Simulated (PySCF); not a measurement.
Compound: C5H9F3NP.
SMILES: `C/C=C/[P@](C)(=N)C(F)(F)F`

Torsions of this conformer, `[CH3:1]/[CH:2]=[CH:3]/[P@:4]([CH3:5])(=[NH:6])[C:7]([F:8])([F:9])[F:10]`: C2–C3–P4–C5 131°, C3–P4–C7–F8 69°.

The closed-shell ground state was solved at several levels (PySCF, density fitting, gas phase, non-relativistic). Isolated species at its PBE0-D3(BJ)/def2-SVP geometry (one conformer only).

```tsv
level	basis functions	total energy (Eh)	HOMO (eV)	LUMO (eV)	gap (eV)	dipole (D)
PBE0/pcSseg-1	222	-890.7820	-6.72	-0.67	6.05	2.98
KT2/pcSseg-1	222	-902.4873	-5.46	-1.63	3.83	2.79
```

**Question.** What might B3LYP/def2-SVPD (285 basis functions) give for the same quantities?

**Answer.** Total energy -891.0915 Eh, HOMO -6.57 eV, LUMO -0.98 eV, gap 5.59 eV, dipole 3.23 D.

**Question.** Over all these levels, which gives the widest orbital gap and which the narrowest?

**Answer.** PBE0/pcSseg-1 (global hybrid, 25 % exact exchange) has the widest, 6.05 eV, and KT2/pcSseg-1 (GGA) the narrowest, 3.83 eV. The two share the basis. From the narrowest to the widest the HOMO moves by -1.26 eV and the LUMO by +0.96 eV.

**Question.** How far do the dipole and the HOMO energy spread over the levels?

**Answer.** The dipole runs from 2.79 to 3.23 D (mean 3.00 D) and the HOMO from -6.72 to -5.46 eV.
